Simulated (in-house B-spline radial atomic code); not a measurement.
RPA and G0W0 on PBEsol: Cu⁶⁺

Configuration [Ar] 3d5, highest spin, mean-field start PBEsol. Computed with an all-electron radial atomic-structure program (B-spline basis): all electrons, non-relativistic, point nucleus, each spin shell either full or empty, empty states to l = 9 with an (l + 1/2)⁻⁴ tail; G0W0 by contour deformation at full frequency.

Command:
```bash
python run_gw.py task.json out
```
Settings (radii: box in bohr, nucleus in fm):
```
Z                        29
electrons                23
configuration            [Ar] 3d5
hamiltonian              nr
method                   pbesol
lmax                     9
spin_polarised           True
box_radius               9.29
intervals                49
```

Time taken, with all properties: 1.2 s on 1 thread of AMD EPYC 7R13 Processor (shared host).

Energies (hartree):

| term | value |
| --- | --- |
| mean-field total | -1627.51934 |
| Hartree-Fock functional on these orbitals | -1628.11217 |
| direct second order | -1.7786 |
| second-order exchange | 0.58072 |
| SOSEX correction | 0.5406 |

**Question.** What is the RPA correlation energy, and what remains with SOSEX?

**Answer.** RPA gives -1.5896 hartree (-1.88 eV per electron); RPA + SOSEX gives -1.049, and the second-order doubles -1.1979 hartree (no singles). SOSEX takes back 34 % of the RPA value.

Quasi-particle levels (eV):

```json
{"level": "3d up", "occupied": "yes", "mean field": "-125.46", "Σx - vxc": "-16.14", "Σc": "?", "QP weight": "?", "G0W0": "?"}
{"level": "3p down", "occupied": "yes", "mean field": "-186.94", "Σx - vxc": "-14.45", "Σc": "0.53", "QP weight": "0.956", "G0W0": "-200.87"}
{"level": "3d down", "occupied": "no", "mean field": "-117.70", "Σx - vxc": "18.07", "Σc": "-5.77", "QP weight": "0.963", "G0W0": "-105.40"}
```

G0W0 = mean field + (Σx - vxc) + Σc, with Σc (partial-wave tail included) taken at the quasi-particle energy. Only the outer levels were computed. Levels of low weight are left out.

**Question.** Where does G0W0 put 3d up?

**Answer.** At -139.85 eV, with Σc = 1.75 eV and a quasi-particle weight of 0.960. The tabulated removal energy is 139 ± 1.2 eV (NIST, semi-empirical); the calculation leaves out relativity, Breit and QED terms, and what these don't explain is the method's own error.
